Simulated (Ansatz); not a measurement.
`[S]=[Mo](=[S])([Cl])[Cl]` + H–F → `[F][Mo](=[S])(=[S])[Cl]` + HCl at 400 K and 1 bar (ligand exchange at a Mo–Cl bond).

Gas-phase electronic energies from Ansatz, PBE0-D4/def2-TZVP geometries. CCSD(T)/CBS adds triple-zeta CCSD(T) − MP2 to the extrapolated MP2 energy (def2 sets, frozen cores). This one scheme is used for every species. def2 core potentials past Kr. For Mo outer-core shells are correlated without core-valence functions, which leaves a few kJ/mol of doubt a bond.

| species | CCSD(T)/CBS energy (Eh) | H − E (kJ/mol) | S (J/(mol·K)) |
| --- | --- | --- | --- |
| `[S]=[Mo](=[S])([Cl])[Cl]` | -1783.42327 | 47.3 | 388.9 |
| H–F | -100.39570 | 36.5 | 182.2 |
| `[F][Mo](=[S])(=[S])[Cl]` | -1423.42718 | 48.5 | 382.4 |
| HCl | -460.38127 | 29.6 | 195.4 |

H − E and S are ideal-gas, rigid-rotor, harmonic terms from PBE0-D4/def2-TZVP. 1 Eh = 2625.50 kJ/mol, R = 8.31446 J/(mol·K).

Question: By hand: ΔE, ΔH, ΔS and ΔG.

Answer: ΔE = (-1423.42718) + (-460.38127) − (-1783.42327) − (-100.39570) = 0.01052 Eh = 27.6 kJ/mol. Δ(H − E) = 48.5 + 29.6 − 47.3 − 36.5 = -5.7, so ΔH = 21.9 kJ/mol. ΔS = 382.4 + 195.4 − 388.9 − 182.2 = 6.7 J/(mol·K). ΔG = 21.9 − 400 × (6.7)/1000 = 19.2 kJ/mol.

Question: By hand: the equilibrium constant, and the temperature at which ΔG would vanish if ΔH and ΔS stayed fixed.

Answer: log₁₀ K = −ΔG/(RT ln 10) = -2.5. ΔG = 0 at ΔH/ΔS = 3269 K, far beyond where these terms or the molecules hold.

The number of gas molecules stays the same, so ΔS is small and ΔH decides. A doubt of 5 kJ/mol in ΔE shifts log₁₀ K by 0.7 here. These are equilibria of isolated gas molecules and say nothing of rates. Largest T1 diagnostic: 0.024 (customary marks: 0.02 for closed shells, 0.045 for open ones).
